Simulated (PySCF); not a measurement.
Species: C10H6ClF.
SMILES with atom numbers: `[F:1][c:2]1[cH:3][c:4]2[cH:5][cH:6][cH:7][cH:8][c:9]2[cH:10][c:11]1[Cl:12]`

Structure used (GFN2-xTB), in Å, numbered top down from 1:
```
atom  x, y, z in Å
F1     3.516    1.378    0.230
C2     2.351    0.715    0.121
C3     1.175    1.398    0.225
C4    -0.052    0.714    0.111
C5    -1.290    1.381    0.209
C6    -2.464    0.689    0.096
C7    -2.453   -0.698   -0.120
C8    -1.268   -1.373   -0.222
C9    -0.040   -0.689   -0.110
C10    1.196   -1.362   -0.210
C11    2.376   -0.678   -0.098
Cl12   3.894   -1.492   -0.217
H13    1.191    2.464    0.395
H14   -1.293    2.448    0.375
H15   -3.410    1.205    0.172
H16   -3.390   -1.227   -0.205
H17   -1.254   -2.440   -0.388
H18    1.206   -2.428   -0.376
```

NICS = −σ at a ghost point: NICS(0) at the centroid of the ring atoms, NICS(1) 1 Å to either side along the normal of their mean plane, zz for the tensor component along that normal. Level: GIAO PBE0/pcSseg-1 (PySCF, non-relativistic, gas phase) on the GFN2-xTB geometry, one conformer.

Ring bond lengths (Å), with Mayer bond orders in brackets: C2–C3 1.364 (1.55), C3–C4 1.410 (1.24), C4–C9 1.420 (1.27), C9–C10 1.410 (1.26), C10–C11 1.368 (1.45), C11–C2 1.410 (1.16); C4–C5 1.410 (1.27), C5–C6 1.367 (1.55), C6–C7 1.404 (1.31), C7–C8 1.367 (1.55), C8–C9 1.410 (1.28), C9–C4 1.420 (1.27).

Problem. What do the NICS probes read (ppm)?

Solution. 
```json
{"ring": "C2–C3–C4–C9–C10–C11", "type": "6-membered carbocycle; formal bonds all aromatic", "NICS(0)": "-10.8", "NICS(1), two faces": "-11.7 / -11.7", "NICS(1)zz, two faces": "-27.0 / -26.9", "rms pucker (Å)": "0.00", "centre to ring atoms, mean (Å)": "1.40"}
{"ring": "C4–C5–C6–C7–C8–C9", "type": "6-membered carbocycle; formal bonds all aromatic", "NICS(0)": "-8.8", "NICS(1), two faces": "-11.7 / -11.7", "NICS(1)zz, two faces": "-28.9 / -28.9", "rms pucker (Å)": "0.00", "centre to ring atoms, mean (Å)": "1.40"}
```

Problem. What do they say, and how far can they be read as aromaticity?

Solution. 
- C2–C3–C4–C9–C10–C11: mean NICS(1)zz -27.0 ppm, shielded, aromatic by this magnetic criterion (flat ring, no four-coordinate atom), though in fused rings the probe also feels the neighbouring ring.
- C4–C5–C6–C7–C8–C9: mean NICS(1)zz -28.9 ppm, shielded. The ring is flat and has no four-coordinate atom; by the NICS criterion it is aromatic, though in fused rings the probe also feels the neighbouring ring.

Problem. What does the geometric index give? HOMA takes Krygowski's 1993 parameters.

Solution. 
- C2–C3–C4–C9–C10–C11: HOMA 0.85 = 1 − EN − GEO, with mean bond length 1.397 Å, EN = α(Ropt − mean)² = 0.022 and GEO = α × variance = 0.129. The geometric and the magnetic index point the same way.
- C4–C5–C6–C7–C8–C9: HOMA 0.87 = 1 − EN − GEO, with mean bond length 1.396 Å, EN = α(Ropt − mean)² = 0.018 and GEO = α × variance = 0.116. The geometric and the magnetic index point the same way.

Problem. Give the inner angles of the rings and the Hirshfeld charges of the ring atoms.

Solution. 
- C2–C3–C4–C9–C10–C11: C2 121.4° (+0.078 e), C3 120.1° (-0.065 e), C4 119.0° (+0.001 e), C9 119.3° (-0.002 e), C10 120.8° (-0.053 e), C11 119.4° (-0.003 e); sum 720.0° against 720° for a flat convex ring.
- C4–C5–C6–C7–C8–C9: C4 119.1° (+0.001 e), C5 120.6° (-0.047 e), C6 120.4° (-0.045 e), C7 120.4° (-0.047 e), C8 120.6° (-0.045 e), C9 118.9° (-0.002 e); sum 720.0° against 720° for a flat convex ring.

Problem. How shielded are the nuclei of the rings and their hydrogens (means over atoms taken as equivalent)?

Solution. 
```json
{"atoms": "C2", "environment": "aromatic C–F carbon", "σ isotropic (ppm)": "20.7", "principal values of the symmetric part, first atom (ppm)": "-58.0, 33.7, 86.4"}
{"atoms": "C3", "environment": "aromatic CH carbon", "σ isotropic (ppm)": "67.9", "principal values of the symmetric part, first atom (ppm)": "-9.0, 59.8, 152.9"}
{"atoms": "C4", "environment": "ring-fusion aromatic carbon", "σ isotropic (ppm)": "50.4", "principal values of the symmetric part, first atom (ppm)": "-23.1, -14.4, 188.7"}
{"atoms": "C5", "environment": "aromatic CH carbon", "σ isotropic (ppm)": "53.9", "principal values of the symmetric part, first atom (ppm)": "-49.1, 46.4, 164.4"}
{"atoms": "C6", "environment": "aromatic CH carbon", "σ isotropic (ppm)": "54.1", "principal values of the symmetric part, first atom (ppm)": "-55.7, 39.9, 178.1"}
{"atoms": "C7", "environment": "aromatic CH carbon", "σ isotropic (ppm)": "55.2", "principal values of the symmetric part, first atom (ppm)": "-53.6, 41.4, 177.8"}
{"atoms": "C8", "environment": "aromatic CH carbon", "σ isotropic (ppm)": "53.7", "principal values of the symmetric part, first atom (ppm)": "-48.0, 44.8, 164.4"}
{"atoms": "C9", "environment": "ring-fusion aromatic carbon", "σ isotropic (ppm)": "52.8", "principal values of the symmetric part, first atom (ppm)": "-18.9, -12.4, 189.6"}
{"atoms": "C10", "environment": "aromatic CH carbon", "σ isotropic (ppm)": "50.7", "principal values of the symmetric part, first atom (ppm)": "-37.2, 47.6, 141.6"}
{"atoms": "C11", "environment": "aromatic C–Cl carbon", "σ isotropic (ppm)": "53.8", "principal values of the symmetric part, first atom (ppm)": "-22.4, 59.7, 124.1"}
{"atoms": "H13", "environment": "aromatic hydrogen", "σ isotropic (ppm)": "23.85", "principal values of the symmetric part, first atom (ppm)": "18.5, 24.7, 28.4"}
{"atoms": "H14", "environment": "aromatic hydrogen", "σ isotropic (ppm)": "23.64", "principal values of the symmetric part, first atom (ppm)": "18.7, 23.9, 28.3"}
{"atoms": "H15", "environment": "aromatic hydrogen", "σ isotropic (ppm)": "23.84", "principal values of the symmetric part, first atom (ppm)": "19.7, 24.8, 27.0"}
{"atoms": "H16", "environment": "aromatic hydrogen", "σ isotropic (ppm)": "23.87", "principal values of the symmetric part, first atom (ppm)": "19.6, 24.9, 27.1"}
```

The list is cut; further classes of hydrogen are left out.
